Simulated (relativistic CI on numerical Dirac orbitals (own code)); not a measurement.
**Magnetism of Sm²⁺, 4f6, in a crystal field**

Calculated by Dirac-Coulomb-Breit CI, KLI orbitals optimised for each configuration, model QED, one configuration in a parametric crystal field, unscaled Slater integrals (own radial code). With so little scaling, terms lie 10 to 35 % too far apart, which can change the order of excited levels.

Field parameters in Wybourne normalisation; cubic f-shell fields have B⁴₄ = √(5/14) B⁴₀ and B⁶₄ = −√(7/2) B⁶₀. The field is a parameter set, without covalency.

S is read from ⟨S²⟩ = S(S + 1).

Powder χT (cm³ K mol⁻¹) by Van Vleck's formula, with temperature-independent terms:

| Field | 2 K | 5 K | 10 K | 20 K | 50 K | 100 K | 200 K | 300 K |
| --- | --- | --- | --- | --- | --- | --- | --- | --- |
| D3d, B20 = -130, B40 = 460, B43 = 640, B60 = 320, B63 = -440, B66 = 350 cm⁻¹ | 0.0157 | 0.0391 | 0.0783 | 0.157 | 0.392 | 0.768 | 1.27 | 1.56 |
| Oh, B40 = -440, B60 = 390 cm⁻¹ | 0.0153 | 0.0383 | 0.0766 | 0.153 | 0.383 | 0.754 | 1.25 | 1.54 |

(1) For D3d, B20 = -130, B40 = 460, B43 = 640, B60 = 320, B63 = -440, B66 = 350 cm⁻¹: what effective moment follows at 300 K?

## Answers

(1) μ_eff = √(8χT) = 3.53 μB. The LS value g√(J(J + 1)) of the free ion's 7F_0 level is 0.00 μB. The ground level is a non-magnetic singlet, so χT starts at zero and rises through temperature-independent paramagnetism and the filling of excited levels.
